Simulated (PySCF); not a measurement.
Predicted microwave data (PySCF 2.14.0, PBE0-D3(BJ)/def2-SVP geometry optimisation, gas phase) for one isomer of C6H7NO:

```
Rotational constants : A = 7158, B = 1283, C = 1089 MHz
Dipole components    : |μa| = 1.73 D, |μb| = 0.71 D, |μc| = 1.09 D
Inertial defect      : -0.54 u·Å²
κ                    : -0.94
```

Question: Which structure is it? (One computed conformer of each.)
A. `[OH:1][CH2:2][c:3]1[cH:4][cH:5][cH:6][cH:7][n:8]1` with H–O1–C2–C3 0°, O1–C2–C3–C4 180°
B. `[OH:1][NH:2][c:3]1[cH:4][cH:5][cH:6][cH:7][cH:8]1` with H–O1–N2–C3 -117°, O1–N2–C3–C4 24°
C. `[NH2:1][c:2]1[cH:3][cH:4][c:5]([OH:6])[cH:7][cH:8]1` with C4–C5–O6–H 180°
D. `[CH2:1]=[CH:2][c:3]1[cH:4][c:5]([NH2:6])[cH:7][o:8]1` with C1–C2–C3–C4 180°
E. `[CH:1]#[C:2][C:3]1([C:4]([NH2:5])=[O:6])[CH2:7][CH2:8]1` with C2–C3–C4–N5 0°, C3–C4–N5–H 179° and 1°

Answer: D. It is C=Cc1cc(N)co1, a near-prolate asymmetric top. The candidates at the same level (rigid rotor, commonest isotopes):

```json
{"SMILES": "C#CC1(C(N)=O)CC1", "A (MHz)": "2859", "B (MHz)": "2106", "C (MHz)": "1338", "μa (D)": "2.42", "μb (D)": "1.60", "μc (D)": "0.00", "Δ (u·Å²)": "-38.97", "point group": "Cs", "rotor": "asymmetric top"}
{"SMILES": "Nc1ccc(O)cc1", "A (MHz)": "5605", "B (MHz)": "1479", "C (MHz)": "1171", "μa (D)": "1.29", "μb (D)": "1.32", "μc (D)": "1.00", "Δ (u·Å²)": "-0.45", "point group": "–", "rotor": "asymmetric top"}
{"SMILES": "ONc1ccccc1", "A (MHz)": "5050", "B (MHz)": "1535", "C (MHz)": "1187", "μa (D)": "1.13", "μb (D)": "0.65", "μc (D)": "0.56", "Δ (u·Å²)": "-3.51", "point group": "C1", "rotor": "asymmetric top"}
{"SMILES": "OCc1ccccn1", "A (MHz)": "5056", "B (MHz)": "1602", "C (MHz)": "1226", "μa (D)": "3.59", "μb (D)": "1.36", "μc (D)": "0.00", "Δ (u·Å²)": "-3.16", "point group": "Cs", "rotor": "asymmetric top"}
{"SMILES": "C=Cc1cc(N)co1", "A (MHz)": "7158", "B (MHz)": "1283", "C (MHz)": "1089", "μa (D)": "1.73", "μb (D)": "0.71", "μc (D)": "1.09", "Δ (u·Å²)": "-0.54", "point group": "–", "rotor": "near-prolate asymmetric top"}
```

`ONc1ccccc1` has A 29 % too low; `OCc1ccccn1` has A 29 % too low; `Nc1ccc(O)cc1` has A 22 % too low; `C#CC1(C(N)=O)CC1` has B 64 % too high. No structure here is proved a minimum.
